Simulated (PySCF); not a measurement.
Method: PySCF with TPSSh-D3(BJ)/def2-TZVP // r2SCAN-D4/def2-SVP. Gas-phase values, no solvent. One relaxed conformer stands for a flexible species; it need not be the lowest. 

Reference species: [Nb(NH2)5] (neutral, multiplicity 1).

```json
{
  "charge on the central atom (Mulliken)": "1.77 e",
  "mean_distance_from_the_central_atom_to_its_bonded_neighbours": "2.012 Å",
  "coordination_number": "5"
}
```

Changed species: [Nb(F)4(NH2)] (1 of 5 F replaced by NH2; the reference has 5 of 5 F replaced by NH2).

Problem. Give the shifts of the charge on the central atom (Mulliken), mean distance from the central atom to its bonded neighbours and coordination number.

Solution. the charge on the central atom (Mulliken) increases by 0.19 e, to 1.96 e; the mean distance from the central atom to its bonded neighbours falls by 0.128 Å, to 1.884 Å; the coordination number stays essentially unchanged.
